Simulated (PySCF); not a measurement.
Vibration and rotation of CdN⁺

PBE constants of CdN⁺, ³Σ⁻ (triplet), unpaired electrons π ↑↑ (PySCF, scalar-relativistic core potentials, basis sets Cd cc-pVDZ-PP with ECP28, N cc-pVDZ; masses 113.9034 and 14.0031 u):

```
ωe              : 404.8 cm⁻¹
ωexe            : 4.31 cm⁻¹
Be              : 0.29673 cm⁻¹
αe              : 0.00375 cm⁻¹
D (centrifugal) : 6.38e-07 cm⁻¹
De to Cd⁺ + N   : 1.27 eV
```

Task: Give the vibrational terms G(v) and spacings up to v = 6.

Result: G(v) = ωe(v+½) − ωexe(v+½)².

```tsv
v	G(v) (cm⁻¹)	G(v) − G(v−1)	Bv (cm⁻¹)
0	201.3		0.2949
1	597.5	396.2	0.2911
2	985.1	387.6	0.2874
3	1364.0	378.9	0.2836
4	1734.3	370.3	0.2799
5	2096.0	361.7	0.2761
6	2449.1	353.1	0.2724
```

Task: How well does the Morse estimate ωe²/(4ωexe) reproduce De, and what is D0?

Result: It gives 1.18 eV, 93 % of the computed De. D0 = De − G(0) = 1.27 − 0.02 = 1.25 eV.

Spin–orbit coupling is left out. For an ion De counts to the pair picked by the measured ionisation energies or electron affinities, which need not be the lowest pair at this level. The state was picked by a PBE0 search and need not be the measured ground state.
